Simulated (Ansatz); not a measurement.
`[AlH2][O][SiH2][AlH2]` + H₂O → `O[SiH2][O][AlH2]` + `[AlH3]`  (formal hydrolysis of the Si–Al bond)

Computed with Ansatz on PBE0-D4/def2-TZVP structures; ΔE is electronic, products minus reactants. CBS: MP2 limit from def2 TZ/QZ plus the TZ coupled-cluster correction, frozen cores. This one scheme is used for every species. DFT in def2-TZVPP. B3LYP here is the variant with VWN-RPA as its local correlation; programs differ in this. HSE06 is defined as in plane-wave codes. Each species was taken in one conformer, which may not be the lowest.

```json
{"level": "LDA (SPW92)", "ΔE (kJ/mol)": "-105.4", "difference from CCSD(T)/CBS": "13.5"}
{"level": "revPBE-D4", "ΔE (kJ/mol)": "-98.5", "difference from CCSD(T)/CBS": "20.4"}
{"level": "BLYP-D4", "ΔE (kJ/mol)": "-115.5", "difference from CCSD(T)/CBS": "3.4"}
{"level": "r2SCAN-D4", "ΔE (kJ/mol)": "-118.6", "difference from CCSD(T)/CBS": "0.3"}
{"level": "B97M-V", "ΔE (kJ/mol)": "-130.8", "difference from CCSD(T)/CBS": "-11.9"}
{"level": "PBE0-D4", "ΔE (kJ/mol)": "-104.1", "difference from CCSD(T)/CBS": "14.8"}
{"level": "B3LYP-D4", "ΔE (kJ/mol)": "-119.9", "difference from CCSD(T)/CBS": "-1.0"}
{"level": "r2SCANh-D4", "ΔE (kJ/mol)": "-119.3", "difference from CCSD(T)/CBS": "-0.4"}
{"level": "r2SCAN0-D4", "ΔE (kJ/mol)": "-120.5", "difference from CCSD(T)/CBS": "-1.6"}
{"level": "HSE06-D4", "ΔE (kJ/mol)": "-103.8", "difference from CCSD(T)/CBS": "15.1"}
{"level": "BHLYP-D4", "ΔE (kJ/mol)": "-128.4", "difference from CCSD(T)/CBS": "-9.5"}
{"level": "CAM-B3LYP-D4", "ΔE (kJ/mol)": "-128.9", "difference from CCSD(T)/CBS": "-10.0"}
{"level": "ωB97X-V", "ΔE (kJ/mol)": "-121.3", "difference from CCSD(T)/CBS": "-2.4"}
{"level": "ωB97M-V", "ΔE (kJ/mol)": "-128.0", "difference from CCSD(T)/CBS": "-9.1"}
{"level": "B2PLYP", "ΔE (kJ/mol)": "-127.2", "difference from CCSD(T)/CBS": "-8.3"}
{"level": "PBE-QIDH", "ΔE (kJ/mol)": "-118.5", "difference from CCSD(T)/CBS": "0.4"}
{"level": "PBE", "ΔE (kJ/mol)": "-99.0", "difference from CCSD(T)/CBS": "19.9"}
{"level": "revPBE", "ΔE (kJ/mol)": "-96.8", "difference from CCSD(T)/CBS": "22.1"}
{"level": "BLYP", "ΔE (kJ/mol)": "-117.7", "difference from CCSD(T)/CBS": "1.2"}
{"level": "r2SCAN", "ΔE (kJ/mol)": "-119.1", "difference from CCSD(T)/CBS": "-0.2"}
{"level": "PBE0", "ΔE (kJ/mol)": "-105.8", "difference from CCSD(T)/CBS": "13.1"}
{"level": "B3LYP", "ΔE (kJ/mol)": "-122.5", "difference from CCSD(T)/CBS": "-3.6"}
{"level": "r2SCANh", "ΔE (kJ/mol)": "-119.9", "difference from CCSD(T)/CBS": "-1.0"}
{"level": "r2SCAN0", "ΔE (kJ/mol)": "-121.2", "difference from CCSD(T)/CBS": "-2.3"}
{"level": "HSE06", "ΔE (kJ/mol)": "-105.5", "difference from CCSD(T)/CBS": "13.4"}
{"level": "BHLYP", "ΔE (kJ/mol)": "-132.6", "difference from CCSD(T)/CBS": "-13.7"}
{"level": "CAM-B3LYP", "ΔE (kJ/mol)": "-131.0", "difference from CCSD(T)/CBS": "-12.1"}
{"level": "HF/def2-SVP", "ΔE (kJ/mol)": "-133.1", "difference from CCSD(T)/CBS": "-14.2"}
{"level": "MP2/def2-SVP", "ΔE (kJ/mol)": "-128.2", "difference from CCSD(T)/CBS": "-9.3"}
{"level": "CCSD/def2-SVP", "ΔE (kJ/mol)": "-119.9", "difference from CCSD(T)/CBS": "-1.0"}
{"level": "CCSD(T)/def2-SVP", "ΔE (kJ/mol)": "-118.5", "difference from CCSD(T)/CBS": "0.4"}
{"level": "HF/def2-TZVPP", "ΔE (kJ/mol)": "-143.2", "difference from CCSD(T)/CBS": "-24.3"}
{"level": "MP2/def2-TZVPP", "ΔE (kJ/mol)": "-130.2", "difference from CCSD(T)/CBS": "-11.3"}
{"level": "SCS-MP2/def2-TZVPP", "ΔE (kJ/mol)": "-132.4", "difference from CCSD(T)/CBS": "-13.5"}
{"level": "CCSD/def2-TZVPP", "ΔE (kJ/mol)": "-123.6", "difference from CCSD(T)/CBS": "-4.7"}
{"level": "HF/def2-QZVPP", "ΔE (kJ/mol)": "-144.4", "difference from CCSD(T)/CBS": "-25.5"}
{"level": "MP2/def2-QZVPP", "ΔE (kJ/mol)": "-129.3", "difference from CCSD(T)/CBS": "-10.4"}
{"level": "SCS-MP2/def2-QZVPP", "ΔE (kJ/mol)": "-131.5", "difference from CCSD(T)/CBS": "-12.6"}
{"level": "HF/CBS(def2)", "ΔE (kJ/mol)": "-144.6", "difference from CCSD(T)/CBS": "-25.7"}
{"level": "CCSD/CBS(def2)", "ΔE (kJ/mol)": "-121.3", "difference from CCSD(T)/CBS": "-2.4"}
{"level": "CCSD(T)/CBS", "ΔE (kJ/mol)": "-118.9", "difference from CCSD(T)/CBS": "0"}
```

Problem. What do rigid-rotor, harmonic-oscillator terms from PBE0-D4/def2-TZVP frequencies (298.15 K, 1 bar) make of the CCSD(T)/CBS value? (Estimate.)

Solution. Ansatz gave: ΔZPE = -3.8 kJ/mol, ΔH = -126.1 kJ/mol, ΔS = -20 J/(mol·K), ΔG = -120.1 kJ/mol. Modes under 50 cm⁻¹ make the entropy rough.

Largest T1 diagnostic among the species: 0.013.

Leaving LDA and LC-ωPBE aside and taking each functional with its dispersion term where it has one, the values, not all of them listed here, spread over 33.4 kJ/mol, from B97M-V to PBE-D4. LDA lies −6.4 kJ/mol from PBE without D4. From PBE to PBE0 (25 % exact exchange), in def2-TZVPP and without D4, ΔE moves by −6.8 kJ/mol. In def2-TZVPP, CCSD(T) changes the Hartree–Fock value by +22.0 kJ/mol (the triples alone add +2.4 kJ/mol) and MP2 by +13.0 kJ/mol.
